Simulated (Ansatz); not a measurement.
A set of 12 reactions (group exchange), with CCSD(T)/CBS values in kJ/mol:

| reaction | ΔE |
| --- | --- |
| `CC(C)(C)P` + `CS[CH2][SnH3]` → `PS[CH2][SnH3]` + `CC(C)(C)C` | -48.3 |
| `O[SiH](Cl)[SiH2]Cl` + SiH₄ → `O[SiH](Cl)[SiH2][SiH3]` + HCl | 82.3 |
| `C[SiH2]C(=N)O` + SiH₄ → `N=C(O)[SiH2][SiH3]` + CH₄ | -5.2 |
| `NC(=O)C[SeH]` + `BCN=C` → `BC/N=C/[SeH]` + `CC(N)=O` | -15.8 |
| `N=[C]([SiH3])[InH2]` + `B1CO1` → `[InH2][B]1CO1` + `N=C[SiH3]` | -23.8 |
| `C[SiH2][SiH](N)Cl` + `[AlH3]` → `C[SiH2][SiH]([AlH2])Cl` + NH₃ | 50.6 |
| `F[SiH2]N[SiH2]Cl` + `C/N=C\F` → `F/C=N/[SiH2]F` + `CN[SiH2]Cl` | 28.9 |
| `[SiH3][AlH][SiH]1CO1` + SiH₄ → `[SiH3][SiH]1CO1` + `[AlH2][SiH3]` | 14.0 |
| `[SiH3]CBC=S` + `CCC` → `CCBC[SiH3]` + `CC=S` | -0.8 |
| `[NH2][Ge]([OH])([F])[Cl]` + CH₄ → `[CH3][Ge]([OH])([F])[Cl]` + NH₃ | 15.5 |
| `CC(Cl)C=O` + `[OH][AlH][SiH3]` → `O=[CH][Al]([OH])[SiH3]` + `CCCl` | 7.4 |
| `C[NH][GaH][InH2]` + `CF` → `C[NH][GaH][CH2]F` + `[InH3]` | 93.5 |

Isolated molecules relaxed with PBE0-D4/def2-TZVP in Ansatz; ΔE leaves out vibrations. CCSD(T)/CBS is the MP2 limit (def2-TZVPP, def2-QZVPP) plus CCSD(T) − MP2 in def2-TZVPP, frozen cores. This one scheme is used for every species. Double bonds are as drawn, so ΔE can hold a change between cis and trans. Functionals use def2-TZVPP. B3LYP here is the variant with VWN-RPA as its local correlation; programs differ in this. Elements past krypton have def2 core potentials. For Ga, Ge, In, Se, Sn outer-core shells are correlated without core-valence functions, which leaves a few kJ/mol of doubt a bond. Scalar relativity is left out up to krypton. One conformer a species, not always the lowest.

Give the mean, mean absolute and largest difference (level minus CCSD(T)/CBS, kJ/mol) for: r2SCAN-D4, B3LYP-D4, ωB97M-V, B2PLYP, PBE, r2SCAN, PBE0, B3LYP, HF/def2-TZVPP, SCS-MP2/def2-TZVPP, CCSD/def2-TZVPP, MP2/def2-QZVPP, SCS-MP2/def2-QZVPP, HF/CBS(def2). (Estimate.)

The calculation gave: 
| level | mean | mean absolute | largest |
| --- | --- | --- | --- |
| r2SCAN-D4 | -1.6 | 3.5 | -9.5 |
| B3LYP-D4 | -0.8 | 2.7 | -6.2 |
| ωB97M-V | 0.0 | 3.8 | 9.3 |
| B2PLYP | 0.0 | 2.9 | -6.6 |
| PBE | -5.0 | 5.7 | -16.3 |
| r2SCAN | -1.7 | 3.3 | -9.8 |
| PBE0 | -4.1 | 4.3 | -10.9 |
| B3LYP | -1.9 | 3.5 | -9.4 |
| HF/def2-TZVPP | 1.7 | 8.9 | 21.4 |
| SCS-MP2/def2-TZVPP | 2.4 | 3.8 | 10.0 |
| CCSD/def2-TZVPP | -0.3 | 2.3 | -7.2 |
| MP2/def2-QZVPP | 2.4 | 3.1 | 8.5 |
| SCS-MP2/def2-QZVPP | 2.3 | 3.5 | 10.6 |
| HF/CBS(def2) | 1.7 | 9.3 | 22.2 |

The largest T1 diagnostic in the set is 0.017, for `[SiH3]CBC=S` (customary mark 0.02).

CCSD(T)/CBS is a level of theory with its own doubt, and the functionals carry their triple-zeta basis error, so these figures describe this set and don't rank the functionals.
